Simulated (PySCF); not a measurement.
CH₅ClF₂Si₂, SMILES FC[Si@H](F)[SiH2]Cl. The structure is a stationary point at PBE-D3(BJ)/def2-SVP. The structure was generated by enumeration; whether it is a known compound was not checked. One conformer was computed; it need not be the lowest.

Computed equilibrium geometry at PBE-D3(BJ)/def2-SVP (PySCF confirms it by a frequency run) as Cartesian coordinates in Å (one conformer of several):
```xyz
11

F     -1.8685    -0.2409    -1.4521
C     -1.9590     0.1248    -0.0992
Si    -0.6074    -0.9223     0.7416
F     -0.4429    -0.4706     2.3176
Si     1.3657    -0.4434    -0.4449
Cl     1.3939     1.6438    -0.6348
H     -2.9882    -0.0769     0.2709
H     -1.7539     1.2134     0.0014
H     -0.9803    -2.3783     0.7093
H      2.6113    -0.8727     0.2779
H      1.3552    -1.0574    -1.8157
```
